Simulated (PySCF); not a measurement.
Structure elucidation problem

An unknown has the formula C5H9ClO. Its calculated NMR data are:

$^{1}$H NMR (600 MHz, computed): δ 1.32 (s, 9H).

$^{13}$C{$^{1}$H} NMR (computed): δ 191.3 (C), 49.6 (C), 29.3 (CH3, 3C).

PySCF 2.14 calculation with σ from GIAO-PBE0/pcSseg-1 and GFN2-xTB structure; a single conformation, isolated molecule, non-relativistic Hamiltonian, rapidly exchanging positions averaged.

Referencing at the same level of theory: TMS for $^{1}$H, $^{13}$C.

Q: Choose the structure that fits.
A. C/C=C(/CO)CCl
B. CO/C=C/[C@H](C)Cl
C. CC(C)CC(=O)Cl
D. CC(C)(C)C(=O)Cl
E. ClCCOC1CC1

A: D. 

- Rings plus π bonds: 1 (no ring in the answer).
- 3 carbon signals for 5 carbons: some carbons are equivalent by symmetry or fast rotation.
- Carbon types of the structure: 2 × C, 3 × CH3, which accounts for all hydrogens.
- δC 191.3: carbonyl carbon.
- δC 49.6: quaternary sp3 carbon α to a carbonyl; α to the electron-withdrawing carbonyl group.
- δC 29.3: methyl carbon; saturated and bonded to C and H only.
- δH 1.32: hydrogen on a methyl carbon.

The others: CO/C=C/[C@H](C)Cl would give 5 carbon signals, not 3; CC(C)CC(=O)Cl would give 4 carbon signals, not 3; ClCCOC1CC1 would give 4 carbon signals, not 3; C/C=C(/CO)CCl would give 5 carbon signals, not 3.

Carbons that carry Cl, above all several Cl atoms, come out too deshielded, partly because spin–orbit coupling is missing. Shifts are as computed. Against solution values, carbons near 30 ppm lie about +3 ppm off and those near 130 ppm about +5 ppm; carbons on Cl a further +6 ppm. Of 1211 compounds with measured shifts, 218 miss one by over three times the rms of a fit or turn the order of signals round; such compounds aren't used in these exercises.
